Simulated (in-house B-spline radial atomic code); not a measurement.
# Hg⁶⁺: [Kr] 4d10 4f14 5s2 (5p1/2)2 (5p3/2)3 (5d3/2)4 (5d5/2)2 (9p1/2)1 (an excited or competing configuration)

All numbers are computed (Dirac-Hartree-Fock, average of the jj configuration; Fermi nucleus of rms radius 5.4648 fm) with an all-electron radial atomic-structure program (B-spline basis), not measured.

Effective charges: Z_r = [3n² - l(l+1)]/(2<r>) from the radius, Z_e = n√(-2ε) from the energy, and Slater's rules. Values are occupation-weighted means over j. An effective charge above Z reflects the relativistic contraction of the inner shells.

```csv
shell,electrons,ε (eV),<r> (bohr),Z_r,Z_e,Slater
1s,2,-83763,0.01659,90.41,78.46,79.70
2s,2,-15081,0.06922,86.68,66.59,75.85
2p,6,-13144,0.06275,79.68,62.16,75.85
3s,2,-3729.3,0.1798,75.09,49.67,68.75
3p,6,-3152.4,0.1809,69.11,45.66,68.75
3d,10,-2485.2,0.1651,63.59,40.55,58.85
4s,2,-940.32,0.399,60.15,33.25,52.25
4p,6,-745.79,0.4232,54.34,29.61,52.25
4d,10,-496.74,0.4477,46.90,24.17,40.85
5s,2,-238.8,0.8944,41.93,20.95,22.70
4f,14,-225.38,0.477,37.73,16.28,29.45
5p,5,-183.98,0.9952,36.68,18.39,22.70
5d,6,-112.06,1.22,28.28,14.35,11.25
9p,1,-16.897,8.373,14.39,10.03,7.00
```

The least bound orbital is 9p1/2 at -16.9 eV, and it is also the most diffuse (<r> = 8.373 bohr).

For the 1s electron the small component carries 9.25 % of the norm, the zero-frequency Breit interaction raises the level by 315.9 eV, self-energy by 203 eV, and vacuum polarisation lowers it by 42.02 eV.
